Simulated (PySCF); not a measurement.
# Ionisation energy of Pb³⁶⁺ by level of theory

Pb³⁶⁺ [Kr] 4d10 → Pb³⁷⁺ [Kr] 4d9 [4d3/2^4 4d5/2^5, M_J = 5/2], as a difference of total energies. All numbers are calculated (PySCF 2.14, the two-component X2C-1e Hamiltonian, in an even-tempered Gaussian basis (17 s from 3.9 bohr⁻², ratio 2.8; 14 p from 5.1 bohr⁻², ratio 2.8; 9 d from 5.1 bohr⁻², ratio 2.8; 3 f from 24 bohr⁻², ratio 3)). Correlated levels: [Ar] 3d10 frozen; the 92 highest virtual spinors dropped. "Screened" scales the spin-orbit matrix elements by Boettger's factors to mimic the two-electron term; Breit and QED terms are absent.

```
                    method  ionisation energy (eV)
           GHF (spin-free)                  1714.5
          GMP2 (spin-free)                  1714.9
 GHF (screened spin-orbit)                  1702.0
GMP2 (screened spin-orbit)                  1702.4
```

Breit and QED terms and the two-electron picture change are absent.

The spin-free rows lack the spin-orbit shift.

For comparison: 1704 ± 5 eV (theoretical estimate listed by NIST; NIST Atomic Spectra Database, ionization energies).
